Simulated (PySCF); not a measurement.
H₂Cl₃NTi, singlet, geometry from GFN2-xTB (such geometries of metal compounds can be far from the true shape). Base run: BLYP/STO-3G run with PySCF.

PySCF was given this input:
```python
from pyscf import gto, scf, dft

mol = gto.Mole()
mol.atom = '''
    Ti   -0.139371   -0.246005   -0.030698
    Cl    1.815466   -0.400736   -0.861508
    Cl    0.065581    0.326408    2.013463
    Cl   -1.096754    1.401779   -0.990771
    N    -1.071315   -1.793225   -0.215426
    H    -0.793603   -2.602188   -0.774091
    H    -1.974008   -1.999815    0.217317
'''
mol.basis = 'sto-3g'
mol.charge = 0
mol.spin = 0
mol.verbose = 4
mol.build()

mf = dft.RKS(mol)
mf.xc = 'blyp'
mf.kernel()
```

Variants of this job, named by their change:

| change | E (Eh) | HOMO (eV) | HOMO-LUMO gap (eV) | dipole (D) | core-seconds (rough) |
|---|---|---|---|---|---|
| base | -2261.64450 | -4.57 | 5.21 | 3.73 | 8 |
| functional = hf | -2258.82999 | -10.13 | 15.76 | 4.06 | 1 |
| functional = pbe; dispersion = d3bjm | -2260.97298 | -4.74 | 5.21 | 3.83 | 10 |
| functional = camb3lyp | [?] | [?] | [?] | [?] | 20 |
| functional = bp86 | -2262.01102 | -4.85 | 5.19 | 3.80 | 10 |
| functional = b3lyp; dispersion = d4 | [?] | [?] | [?] | [?] | 10 |
| functional = lda,vwn | -2254.75108 | -4.74 | 5.10 | 3.90 | 5 |
| functional = r2scan | -2261.82743 | -5.13 | 5.80 | 3.91 | 10 |
| functional = x3lyp | -2261.61957 | -6.09 | 7.40 | 3.87 | 10 |
| functional = b97-1 | -2261.66797 | -5.99 | 7.38 | 3.83 | 10 |
| functional = hse06 | [?] | [?] | [?] | [?] | 40 |
| functional = pbe0 | [?] | [?] | [?] | [?] | 10 |
| functional = m06 | -2261.61780 | -6.28 | 7.64 | 3.93 | 10 |

Problem. What belongs in the gaps?

Solution. 
- functional = camb3lyp, E (Eh): -2261.81801
- functional = camb3lyp, HOMO (eV): -7.76
- functional = camb3lyp, HOMO-LUMO gap (eV): 10.36
- functional = camb3lyp, dipole (D): 3.99
- functional = b3lyp; dispersion = d4, E (Eh): -2261.86587
- functional = b3lyp; dispersion = d4, HOMO (eV): -6.04
- functional = b3lyp; dispersion = d4, HOMO-LUMO gap (eV): 7.22
- functional = b3lyp; dispersion = d4, dipole (D): 3.86
- functional = hse06, E (Eh): -2261.32036
- functional = hse06, HOMO (eV): -5.96
- functional = hse06, HOMO-LUMO gap (eV): 6.92
- functional = hse06, dipole (D): 3.95
- functional = pbe0, E (Eh): -2261.24464
- functional = pbe0, HOMO (eV): -6.37
- functional = pbe0, HOMO-LUMO gap (eV): 7.73
- functional = pbe0, dipole (D): 3.96

Totals shift with the method and basis; they matter in differences.
